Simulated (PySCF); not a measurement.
niobium atom (Nb), sextet (core potentials on Nb). Base run: WB97X/def2-TZVP (PySCF).

PySCF was given this input:
```python
from pyscf import gto, scf, dft

mol = gto.Mole()
mol.atom = '''
    Nb    0.000000    0.000000    0.000000
'''
mol.basis = 'def2-tzvp'
mol.ecp = {'Nb': 'def2-tzvp'}
mol.charge = 0
mol.spin = 5
mol.verbose = 4
mol.build()

mf = dft.UKS(mol)
mf.xc = 'wb97x'
mf.kernel()
mf.analyze()
```

The base run was repeated with changes; each row names its change, and settings that it needs were set with it.

```
change                                ΔE vs base (µEh)  grid points  electrons on the grid        outcome
------------------------------------  ----------------  -----------  ---------------------  -------------
base                                               0.0        22440               13.00000      converged
grids.radi_method = gauss_chebyshev                594        20688               13.00000      converged
grids.atom_grid = (30, 110)                       4087         2424               13.00000      converged
grids.becke_scheme = stratmann                     0.0        22440               13.00000      converged
grids.radi_method = delley                         214        20400               13.00000      converged
grids.prune = off                                  0.0        41232               13.00000      converged
grids.prune = dft.gen_grid.sg1_prune                 -            -                      -  input refused
grids.atom_grid = (99, 590)                        315        29472               13.00000      converged
grids.level = 1                                  -1820         8176               13.00000      converged
grids.atom_grid = (75, 302)                        344        13440               13.00000      converged
grids.level = 2                                    910        14408               13.00000      converged
```

Open shells are given as the SCF converged; they aren't shown to be the lowest states, and a large step between rows can be another state.

- grids.prune = dft.gen_grid.sg1_prune: ended with `IndexError: index 41 is out of bounds for axis 0 with size 19`
